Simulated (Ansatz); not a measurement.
Input file for Ansatz (a first-principles code): R-B3LYP-D3(BJ)/def2-TZVP on CdH2O (SMILES [OH][CdH]). Elements past Kr take the def2 small-core potentials; no spin–orbit coupling.

Ansatz 0.2 input:
```yaml
crystal:
  periodic: [false, false, false]
  atoms:
    - {symbol: Cd, position_ang: [-0.80606310, -0.00493763, -0.08272414]}
    - {symbol: H, position_ang: [-1.91521776, -1.21394012, -0.26914940]}
    - {symbol: O, position_ang: [1.09040431, 0.24550646, 0.10093380]}
    - {symbol: H, position_ang: [1.58738575, 1.02349526, 0.20890661]}
basis:
  gaussian:
    orbitals: def2-TZVP
hamiltonian:
  xc: b3lyp
  dispersion: d3bj
relax: {f_tol: 0.003, max_steps: 120}
```

Task: Predict the final total energy.

Result: -244.2785 hartree.

Task: How many basis functions does it have, and what does it roughly cost on one machine?

Result: 83 functions; about 18 core-seconds (a rough figure).
